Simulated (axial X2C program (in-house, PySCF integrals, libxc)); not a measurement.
## Which functional? An output for TaCl

An SCF output computed with an axial X2C code built on PySCF integrals for TaCl at 2.284 Å, two-component, state Ω = 1, Ta dyall-cv3z [13s14p9d7f4g], Cl dyall-av3z [9s8p3d2f] (cores contracted in-house), without its first line:

```
basis functions 247  fitting functions 1213  grid points 5079
iter        total energy     max residual
   1     -16059.318814414     6.01e-01
   2     -16059.367170047     2.53e-02
   3     -16059.367858788     3.00e-02
   4     -16059.371322805     1.40e-03
   5     -16059.371545853     8.97e-04
   6     -16059.371658815     5.45e-04
   7     -16059.371722069     4.71e-04
   8     -16059.371774849     3.91e-04
   9     -16059.371808233     3.14e-04
  10     -16059.371828467     2.66e-04
  11     -16059.371865299     1.67e-04
  12     -16059.371894539     7.17e-05
  13     -16059.371896237     4.26e-05
  14     -16059.371896606     1.96e-05
  15     -16059.371896665     1.13e-05
  16     -16059.371896690     4.46e-06
  17     -16059.371896697     2.91e-06
  18     -16059.371896698     1.88e-06
converged
one-electron -22614.15521975  Coulomb 6624.16680820  exact exchange -343.48652462  xc functional 0.00000000  nuclear repulsion 287.52579630  atomic mean-field constant -13.42275683
```

**Question.** Which level of theory produced it?
A. B97-3
B. HF
C. PBE0

**Answer.** B. The exact-exchange term against the functional term shows a share of 1 of exact exchange.
